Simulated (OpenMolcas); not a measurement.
## Ti3+: ligand-field states by method

Ti3+ with 4 ligands (oxide) in square-planar coordination (D4h) at 1.92 Å. A charge of +1.25 e stands 2.4 Å behind each ligand. Ligand basis ANO-RCC-VDZP.
```
Ti    0.0000    0.0000    0.0000
O     1.9200    0.0000    0.0000
O     0.0000    1.9200    0.0000
O    -1.9200    0.0000    0.0000
O     0.0000   -1.9200    0.0000
```

```yaml
Program: OpenMolcas
Basis: ANO-RCC-VTZP [6s5p3d2f1g]
Scalar_Hamiltonian: DKH2, point nucleus
Active_space: 1 electron in 5 orbitals (3d)
State_averaging: 2S+1 = 2 even, 5 roots
Spin-orbit_coupling: state interaction with AMFI integrals over the reference wave functions
```

I. CASSCF
II. SS-CASPT2, IPEA 0.25 Eh, imaginary shift 0.1 Eh (closed shells correlated: 3s 3p and the ligand valence shells)

Spin-free states (labels of D4, the rotations of D4h) in cm-1, each column counted from its own energy of the first state listed:

| State | Degeneracy | I | II |
| --- | --- | --- | --- |
| 2A1 | 1 | 0 | 0 |
| 2E | 2 | 9073 | 11800 |
| 2B2 | 1 | 16412 | 18830 |
| 2B1 | 1 | 33613 | 35060 |

From I to II, I's first state of the same spin (2E) moves from 9073 to 11800 cm-1, by about +2700 cm-1.

χT at 300 K: I 0.38, II 0.38 cm3 K/mol.

Over all roots computed the reference weight is 0.71 in II; a low but even weight reflects the number of correlated electrons. The least metal-like active orbital is 80 % on the metal (Löwdin) and no ligand orbital is active, so the numbers are rough. The oxide ions are held by bare point charges, a crude embedding. Ligand-to-metal charge-transfer states are missing. With metal d orbitals alone and no dynamic correlation the field as a rule comes out too small, by tens of per cent, by up to half for chloride and softer ligands (holds for I). No measured value stands beside these numbers; the geometry is a model, was not optimised and need not be the one that this ion takes.
